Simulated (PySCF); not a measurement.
# LDA on Al⁺ (aluminium, charge +1)

Configuration: [Ne] 3s2, closed-shell 1S. Calculation: PySCF 2.14, in aug-cc-pV(Q+d)Z (7s6p5d3f2g, 89 functions); the non-relativistic Hamiltonian (point nucleus).

| Property | Result |
| --- | --- |
| Total energy | -241.0956 hartree |
| One-electron energy | -332.6290 hartree |
| Hartree (Coulomb) energy | 108.7892 hartree |
| Exchange-correlation energy | -17.2559 hartree |
| Kinetic energy | 241.10067 hartree |
| ⟨S²⟩ | 0.0000 |
| ⟨L²⟩ | 0.000 |
| Sum of ⟨r⟩ | 9.877 bohr |
| Sum of ⟨r²⟩ | 16.76 bohr² |
| Density at the nucleus (Gaussians lack the cusp) | 1390 bohr⁻³ |
| Langevin diamagnetic susceptibility | -13.3 ×10⁻⁶ cm³/mol |

| shell | electrons | mean orbital energy (eV) | rms radius, mean of both spins (bohr) |
| --- | --- | --- | --- |
| 1s | 2 | -1509.7 | 0.140 |
| 2s | 2 | -115.65 | 0.690 |
| 2p | 6 | -78.414 | 0.683 |
| 3s | 2 | -14.895 | 2.55 |
